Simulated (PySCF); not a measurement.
# Bonding in `C=C/C(F)=C/C=C/F`

C6H6F2.
Numbering: `[CH2:1]=[CH:2]/[C:3]([F:4])=[CH:5]/[CH:6]=[CH:7]/[F:8]` (hydrogens: H9, H10 on C1; H11 on C2; H12 on C5; H13 on C6; H14 on C7)

Geometry (GFN2-xTB, Å), atoms numbered from 1 in this order:
```
atom  x, y, z in Å
C1     3.0559    0.2654    0.4597
C2     1.8866   -0.3634    0.5576
C3     0.6148    0.2563    0.2755
F4     0.6748    1.5529   -0.1052
C5    -0.5878   -0.3424    0.3606
C6    -1.8312    0.3117    0.0711
C7    -3.0054   -0.3071    0.1639
F8    -4.1556    0.3221   -0.1117
H9     3.1141    1.2976    0.1568
H10    3.9845   -0.2307    0.6793
H11    1.8293   -1.3986    0.8614
H12   -0.6212   -1.3767    0.6656
H13   -1.7974    1.3474   -0.2348
H14   -3.1623   -1.3350    0.4580
```

Bond orders from the PBE0/pcSseg-1 density (PySCF). One conformer (not necessarily the lowest) at the GFN2-xTB geometry, without solvent, vibrations or thermal averaging.

Problem. Where do the orders between heavy atoms depart from those drawn in the SMILES?

Solution. The largest departure is 0.379, at C3–C5 (drawn double, 1.621). Drawn double or triple, more than 0.30 short of the drawn order: C3–C5 (1.621).

Problem. Give the Mayer order of every bond between heavy atoms, beside its length.

Solution. 
| bond | drawn as | length (Å) | Mayer order |
| --- | --- | --- | --- |
| C1–C2 | double | 1.331 | 1.881 |
| C2–C3 | single | 1.443 | 1.082 |
| C3–F4 | single | 1.353 | 0.963 |
| C3–C5 | double | 1.346 | 1.621 |
| C5–C6 | single | 1.434 | 1.095 |
| C6–C7 | double | 1.331 | 1.785 |
| C7–F8 | single | 1.340 | 0.939 |

By pair of heavy elements: C–C: lowest C2–C3 (1.082, 1.443 Å), highest C1–C2 (1.881, 1.331 Å). C–F: lowest C7–F8 (0.939, 1.340 Å), highest C3–F4 (0.963, 1.353 Å); in 1 of the 1 pairs the longer bond (by over 0.003 Å) has the higher order (by 0.02 or more).

Problem. And the bonds to hydrogen?

Solution. C–H: 0.95 to 0.98 (6 bonds).

Problem. Sum the orders of all bonds at each heavy atom with more than one neighbour and set the sums beside the valence in the SMILES.

Solution. C1 3.779 (drawn 4), C2 3.926 (drawn 4), C3 3.666 (drawn 4), C5 3.677 (drawn 4), C6 3.827 (drawn 4), C7 3.703 (drawn 4). Orders between atoms that aren't bonded are not in these sums.

The Mayer order sums products of elements of PS (density times overlap matrix) between the two atoms' basis functions, so it depends on the basis set.
